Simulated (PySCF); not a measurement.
Geometry:
```
atom   x (Å)   y (Å)   z (Å)
  C1  -2.282  -1.670   0.470
  C2  -1.375  -0.453   0.299
  C3  -2.121   0.858   0.539
 Si4  -0.525  -0.460  -1.402
 Si5   0.944   1.366  -1.550
 Si6   2.132   1.433   0.473
 Si7   3.115  -0.671   0.810
  H8  -1.731  -2.615   0.352
  H9  -3.099  -1.667  -0.271
 H10  -2.747  -1.678   1.470
 H11  -0.552  -0.526   1.035
 H12  -1.457   1.734   0.474
 H13  -2.584   0.871   1.540
 H14  -2.930   1.001  -0.197
 H15  -1.553  -0.410  -2.492
 H16   0.270  -1.719  -1.577
 H17   1.914   1.190  -2.677
 H18   0.205   2.652  -1.763
 H19   3.181   2.501   0.476
 H20   1.180   1.709   1.597
 H21   2.039  -1.710   0.875
 H22   3.904  -0.721   2.079
 H23   4.018  -0.998  -0.336
```

Geometry: PBE0-D3(BJ)/def2-SVP; GIAO shifts from PySCF 2.14.0 with density-fitted response routines, gas phase, non-relativistic, averaged over equivalent atoms.

At PBE0/pcSseg-1 (227 basis functions, 87 s wall time on 1 thread of an Arm Neoverse N1, shared host):
```json
{"atoms": "C1/C3", "δ (ppm)": "22.0"}
{"atoms": "C2", "δ (ppm)": "13.0"}
{"atoms": "Si4", "δ (ppm)": "-55.1"}
{"atoms": "Si7", "δ (ppm)": "-105.1"}
{"atoms": "Si6", "δ (ppm)": "-117.5"}
{"atoms": "Si5", "δ (ppm)": "-117.5"}
{"atoms": "H15/H16", "δ (ppm)": "3.86"}
{"atoms": "H21/H22/H23", "δ (ppm)": "3.62"}
{"atoms": "H19/H20", "δ (ppm)": "3.53"}
{"atoms": "H17/H18", "δ (ppm)": "3.50"}
{"atoms": "H8/H9/H10/H12/H13/H14", "δ (ppm)": "1.10"}
{"atoms": "H11", "δ (ppm)": "0.82"}
```

Scale: TMS for 13C (σref 184.41) and 29Si (σref 351.99) and 1H (σref 31.27) (reference shieldings calculated alike).

Task: Predict the values at KT3/pcSseg-1 on the same geometry.

Result: 
```json
{"atoms": "C1/C3", "δ at KT3/pcSseg-1": "22.7", "change": "+0.7"}
{"atoms": "C2", "δ at KT3/pcSseg-1": "16.6", "change": "+3.6"}
{"atoms": "Si4", "δ at KT3/pcSseg-1": "-54.2", "change": "+0.9"}
{"atoms": "Si7", "δ at KT3/pcSseg-1": "-100.5", "change": "+4.6"}
{"atoms": "Si6", "δ at KT3/pcSseg-1": "-109.8", "change": "+7.7"}
{"atoms": "Si5", "δ at KT3/pcSseg-1": "-110.1", "change": "+7.4"}
{"atoms": "H15/H16", "δ at KT3/pcSseg-1": "3.76", "change": "-0.10"}
{"atoms": "H21/H22/H23", "δ at KT3/pcSseg-1": "3.52", "change": "-0.10"}
{"atoms": "H19/H20", "δ at KT3/pcSseg-1": "3.46", "change": "-0.07"}
{"atoms": "H17/H18", "δ at KT3/pcSseg-1": "3.42", "change": "-0.08"}
{"atoms": "H8/H9/H10/H12/H13/H14", "δ at KT3/pcSseg-1": "1.15", "change": "+0.05"}
{"atoms": "H11", "δ at KT3/pcSseg-1": "1.04", "change": "+0.22"}
```

Referencing at the same level of theory: TMS for 13C (182.31 ppm), 29Si (365.51 ppm), 1H (31.32 ppm).

The largest change is at Si6 (silicon bonded to 2 Si, 2 H). Cost: 227 basis functions, 100 s wall time on 1 thread of an Arm Neoverse N1, shared host.
